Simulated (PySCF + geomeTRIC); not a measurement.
Species: [Sc(Br)2(H)] (charge 0, multiplicity 1).

Problem. Give a relaxed geometry from BP86-D3(BJ)/def2-SVP in PySCF + geomeTRIC.

Solution. the end point of this relaxation.
Z-matrix (Å, degrees):
```
Sc
H 1 1.7972
Br 1 2.4320 2 116.48
Br 1 2.4320 2 116.52 3 -179.98
```
